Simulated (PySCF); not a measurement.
**Computed properties of Si(Cl)(OH)2(NH2) (ClH₄NO₂Si), SMILES O[Si](N)(Cl)O**

Si(Cl)(OH)2(NH2) (ClH4NO2Si), SMILES N[Si](O)(Cl)O. The structure is a stationary point at PBE0-D3(BJ)/def2-SVP. This is a generated structure with no PubChem entry under its InChIKey; it may be hypothetical. One conformer was computed; it need not be the lowest. All values are computed for the isolated molecule unless a solvent is named; none is compared with measurement here.

**Structure.** All 21 harmonic modes at PBE0-D3(BJ)/def2-SVP (PySCF) are real, so it is a minimum. With heavy atoms numbered as in [NH2:1][Si:2]([OH:3])([OH:4])[Cl:5], the shortest bond between them is Si2–O4 at 1.645 Å and the longest Si2–Cl5 at 2.071 Å.

**Vibrations.** The strongest infrared lines (harmonic, unscaled, degenerate partners summed) lie at 860 cm⁻¹ (252 km/mol, H 45 %, Si 23 %, N 18 %, O 13 %), 995 cm⁻¹ (198 km/mol, Si 47 %, O 19 %, H 17 %, N 16 %), 403 cm⁻¹ (197 km/mol, H 50 %, N 33 %, O 13 %). The softest mode is at 122 cm⁻¹ and the zero-point energy is 35.8 kcal/mol.

**Electronic structure.** r2SCAN/def2-TZVP (PySCF) places the frontier levels at -6.87 and 0.31 eV, a gap of 7.18 eV, and gives a dipole moment of 1.53 D and a mean polarisability of 48.1 bohr³. PBE/def2-TZVP (PySCF) at the same geometry gives -6.53 and -0.38 eV, so its gap is 1.03 eV narrower. An orbital gap is neither the optical nor the fundamental gap.

**Excitations.** TDA-B3LYP/def2-SVPD (PySCF) has S1 at 6.52 eV (190 nm, f = 0.023, weak); the most intense of the 10 singlets computed lies at 8.22 eV (f = 0.11). T1 (TDA) is at 6.26 eV, 0.26 eV under S1. TDA-PBE/def2-SVPD (PySCF) puts S1 at 5.85 eV. No vertical singlet excitation falls in the visible range (under 3.1 eV).

**NMR.** GIAO shifts at PBE0/pcSseg-1 (PySCF) (non-relativistic, atoms alike by connectivity averaged): ¹H from 1.2 to 2.3 ppm against TMS; ²⁹Si at -36.0 ppm against TMS. Without spin–orbit terms, shifts of atoms bonded to Cl or Br come out too high.

**Solvation.** SMD-M06-2X/6-31G* (PySCF) gives -11.6 kcal/mol in water, -7.3 kcal/mol in chlorobenzene, -12.4 kcal/mol in 2-propanol (1 M in both phases, gas-phase geometry); of these solvents 2-propanol holds the molecule best.
